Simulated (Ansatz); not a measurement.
Reaction (redistribution): `N#[C][SnH]([F])[F]` + `C[SiH](F)S` → `[F][SnH]([F])[F]` + `C[SiH](S)C#N`

Computed with Ansatz on PBE0-D4/def2-TZVP structures; ΔE is electronic, products minus reactants. CCSD(T)/CBS adds triple-zeta CCSD(T) − MP2 to the extrapolated MP2 energy (def2 sets, frozen cores). DFT in def2-TZVPP. Elements past krypton have def2 core potentials. For Sn outer-core shells are correlated without core-valence functions, which leaves a few kJ/mol of doubt a bond. One conformer a species, not always the lowest.

Question: Is it downhill or uphill in electronic energy at CCSD(T)/CBS, and by how much? (Best estimate.)

Answer: The calculation gave: Uphill: ΔE = +56.9 kJ/mol.

Question: What do these levels give: PBE-D4, PBE0-D4, B2PLYP, PBE0, HF/def2-QZVPP, MP2/CBS(def2)? (An estimate is asked.)

Answer: The calculation gave: PBE-D4 44.5, PBE0-D4 51.0, B2PLYP 56.2, PBE0 52.1, HF/def2-QZVPP 63.2, MP2/CBS(def2) 55.3 kJ/mol.

Largest T1 diagnostic among the species: 0.015.

From PBE to PBE0 (25 % exact exchange), in def2-TZVPP and without D4, ΔE moves by +6.4 kJ/mol.
